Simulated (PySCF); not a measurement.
Species: C3H10GaN.
Geometry (PBE0-D3(BJ)/def2-SVP, Å), atoms numbered from 1 in this order:
```
atom  x, y, z in Å
N1     2.1613   -0.5962    0.3069
Ga2    0.9291    0.9910   -0.4701
C3    -0.7379   -0.0507   -0.6686
C4    -1.4098   -0.6197    0.5652
C5    -2.0513    0.5070   -0.1767
H6     3.0854   -0.2786    0.5971
H7     2.2861   -1.3371   -0.3822
H8     1.6973   -1.0050    1.1180
H9     1.7889    1.3738   -1.7431
H10    0.9531    1.9420    0.8011
H11   -0.8338   -0.6849   -1.5588
H12   -1.8793   -1.6070    0.5023
H13   -0.9805   -0.4020    1.5511
H14   -2.9571    0.2876   -0.7504
H15   -2.0584    1.4966    0.2923
```

Linear response at B3LYP/def2-SVPD (PySCF, frozen core in the response, non-relativistic). Relativistic effects, spin–orbit coupling among them, are left out although an element past zinc is present.

Static isotropic polarisability: 79.37 au (11.76 Å³), principal values 71.9, 75.9, 90.3 au.

Task: What is the polarisability at 1064 nm and at the sodium D line?

Result: 80.23 au at 1064 nm (+1.1 %), 82.28 au at 589.3 nm (+3.7 %). The rise at 589.3 nm is 3.39 times that at 1064 nm; a pure ω² law gives 3.26. The lowest singlet lies at 238 nm, shorter than both wavelengths.

Task: What is the isotropic C6 coefficient between two such molecules, C6 = (3/π)∫α(iω)² dω?

Result: 2299 au (Eh·bohr⁶) by a ten-point quadrature over imaginary frequencies, which is 1370 eV·Å⁶ or 133 J·nm⁶/mol.

Task: Which effective excitation energy ω̄ makes London's formula C6 = (3/4)α²ω̄ exact here?

Result: ω̄ = 4·C6/(3α²) = 0.487 Eh = 13.2 eV. A one-pole form α(ω) = α/(1 − ω²/ω̄²) fitted to the 1064 nm value gives 11.3 eV.

Task: What molar refraction at the D line follows from R = (4π/3)·N_A·α′, with α′ the polarisability volume?

Result: α′ = 12.19 Å³ gives R = 30.76 cm³/mol, for isolated, non-vibrating species.

Task: The lowest 6 singlets have (eV, f): 5.20, 0.008; 5.69, 0.008; 6.27, 0.035; 6.48, 0.004; 6.78, 0.020; 6.83, 0.010. What share of the static polarisability do they carry in the sum over states α = Σ f/ω²?

Result: 1.61 au, 2.0 % of α; the largest term, 0.67 au, is that of the state at 6.27 eV. Their oscillator strengths add up to 0.08. Higher states carry the rest.

Task: How anisotropic is the static polarisability, by Δα² = ½[(α1 − α2)² + (α2 − α3)² + (α3 − α1)²]?

Result: Δα = 16.7 au, or 0.21 of the isotropic value.

Task: What does −C6/R⁶ come to at R = 10 Å between centres?

Result: -130 J/mol. This is the leading, orientation-averaged term; C8 and higher terms are left out.

Task: What n − 1 at the D line would an ideal gas of it have at 273.15 K and 1 atm (2.6868 × 10¹⁹ cm⁻³), by n − 1 = 2π·N·α′?

Result: 20.58 × 10⁻⁴, a formal value whether or not that pressure can be reached.

One conformer stands for the species.
